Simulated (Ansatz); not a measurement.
Consider the hydrogen abstraction from the Si–H bond: `N[SiH](F)Cl` + `[OH]`• → `N[Si](F)Cl`• + H₂O.

Computed with Ansatz on PBE0-D4/def2-TZVP structures; ΔE is electronic, products minus reactants. CCSD(T)/CBS is the MP2 limit (def2-TZVPP, def2-QZVPP) plus CCSD(T) − MP2 in def2-TZVPP, frozen cores. This one scheme is used for every species. DFT in def2-TZVPP. B3LYP here is the variant with VWN-RPA as its local correlation; programs differ in this. Open shells (•) are unrestricted, without spin–orbit coupling. Each species was taken in one conformer, which may not be the lowest.

| level | ΔE (kJ/mol) |
| --- | --- |
| B3LYP-D4 | -102.1 |
| BHLYP | -74.8 |
| MP2/def2-TZVPP | -119.7 |
| HF/def2-QZVPP | -25.7 |

(1) What does CCSD(T)/CBS give? (Estimate.)

Largest T1 diagnostic among the species: 0.013.

Results:

(1) The calculation gave: -104.8 kJ/mol. The listed levels differ from it by 2.7, 30.0, -14.9, 79.1 kJ/mol.

At CCSD(T), def2-SVP lies +28.9 kJ/mol from the extrapolated value and def2-TZVPP +9.5 kJ/mol. Leaving LDA and LC-ωPBE aside and taking each functional with its dispersion term where it has one, the values, not all of them listed here, spread over 56.1 kJ/mol, from PBE-D4 to BHLYP-D4. LDA lies −33.3 kJ/mol from PBE without D4.
